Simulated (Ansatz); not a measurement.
```yaml
crystal:
  periodic: [true, true, true]
  atoms:
    - {symbol: Cl, position_ang: [-1.769862, -1.789339, -0.470611]}
    - {symbol: Ge, position_ang: [-0.636508, 0.001416, -0.564375]}
    - {symbol: C, position_ang: [0.269355, 0.573989, 0.867991]}
    - {symbol: C, position_ang: [1.143620, -0.147284, -0.025702]}
    - {symbol: H, position_ang: [-1.304791, 1.086929, -1.672317]}
    - {symbol: H, position_ang: [0.535218, 0.865177, 1.804487]}
    - {symbol: H, position_ang: [2.222985, -0.372228, -0.074152]}
basis:
  gaussian: {orbitals: cc-pVTZ}
hamiltonian: {xc: {name: r2SCANh}, dispersion: d4, pseudopotentials: {relativity: none}}
output: {forces: true}
```

```sh
$ ansatz run in.yaml --threads 2 --pin off --events-out ev --progress --plain --max-ram 4352MiB
```

**Question.** How does Ansatz answer? (Estimate.)

**Answer.** The calculation gave: The program refused the input.
```
Error: YAML parse error: error: line 2 column 3: crystal: missing field `lattice` (a structure is typed as `lattice` and `atoms`, a molecule's as `atoms` in Å alone, or read from a run's directory, `checkpoint`)
 --> <input>:2:3
1 | crystal:
2 |   periodic: [true, true, true]
3 |   atoms:
4 |     - {symbol: Cl, position_ang: [-1.769862, -1.789339, -0.470611]}
```
